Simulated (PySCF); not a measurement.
**Electronic structure of Ga³⁺ (gallium, charge +3) at the LDA level**

Configuration: [Ar] 3d10, closed-shell 1S. Calculation: PySCF 2.14, in aug-cc-pVTZ-PP with one added diffuse shell each of s, d, f type with ECP10MDF (7s5p5d3f, 68 functions); a scalar-relativistic core potential.

```
Total energy                : -256.8633 hartree
One-electron energy         : -437.1408 hartree
Hartree (Coulomb) energy    : 201.8290 hartree
Exchange-correlation energy : -21.5515 hartree
⟨S²⟩                        : 0.0000
⟨L²⟩                        : 0.000
Sum of ⟨r⟩                  : 13.29 bohr
Sum of ⟨r²⟩                 : 12.11 bohr²
```

```
shell  electrons  mean orbital energy (eV)  rms radius, mean of both spins (bohr)
   3s          2                   -180.62                                  0.704
   3p          6                   -132.04                                  0.742
   3d         10                   -53.070                                  0.884
```

Energies and moments cover only the electrons outside the core potential.
